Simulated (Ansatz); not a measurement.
C2H5BO, SMILES `CBC=O` at its PBE0-D4/def2-TZVP geometry, where that method's forces vanish. Total charge 0; spin multiplicity 1.

| atom | x (Å) | y (Å) | z (Å) |
| --- | --- | --- | --- |
| C1 | -0.245 | 1.191 | 0.145 |
| B2 | 0.586 | -0.105 | -0.033 |
| C3 | -0.099 | -1.515 | -0.168 |
| O4 | -0.358 | -2.093 | 0.868 |
| H5 | -0.309 | 1.632 | -0.864 |
| H6 | -1.269 | 1.033 | 0.486 |
| H7 | 0.247 | 1.944 | 0.764 |
| H8 | 1.785 | -0.083 | -0.056 |
| H9 | -0.337 | -2.004 | -1.143 |

(1) For each bond, give half the difference of the two atoms' forces along it (eV/Å; positive pushes the atoms apart) under PBE-D4, r2SCAN-D4, B3LYP-D4, ωB97M-V in def2-TZVPP. (Best estimate.)

Results:

(1) Ansatz gave: 
```json
{"bond": "C1–B2", "length (Å)": "1.550", "PBE-D4": "-0.04", "r2SCAN-D4": "0.04", "B3LYP-D4": "0.09", "ωB97M-V": "0.07"}
{"bond": "C1–H5", "length (Å)": "1.103", "PBE-D4": "0.16", "r2SCAN-D4": "0.00", "B3LYP-D4": "-0.03", "ωB97M-V": "-0.05"}
{"bond": "C1–H6", "length (Å)": "1.091", "PBE-D4": "0.12", "r2SCAN-D4": "-0.02", "B3LYP-D4": "-0.03", "ωB97M-V": "-0.06"}
{"bond": "C1–H7", "length (Å)": "1.092", "PBE-D4": "0.11", "r2SCAN-D4": "-0.02", "B3LYP-D4": "-0.04", "ωB97M-V": "-0.06"}
{"bond": "B2–C3", "length (Å)": "1.573", "PBE-D4": "-0.36", "r2SCAN-D4": "-0.18", "B3LYP-D4": "-0.04", "ωB97M-V": "0.11"}
{"bond": "B2–H8", "length (Å)": "1.199", "PBE-D4": "0.11", "r2SCAN-D4": "-0.01", "B3LYP-D4": "-0.14", "ωB97M-V": "-0.19"}
{"bond": "C3–O4", "length (Å)": "1.214", "PBE-D4": "1.14", "r2SCAN-D4": "0.51", "B3LYP-D4": "0.32", "ωB97M-V": "0.13"}
{"bond": "C3–H9", "length (Å)": "1.117", "PBE-D4": "-0.04", "r2SCAN-D4": "-0.04", "B3LYP-D4": "-0.11", "ωB97M-V": "-0.15"}
```

B3LYP here is the variant with VWN-RPA as its local correlation; programs differ in this.
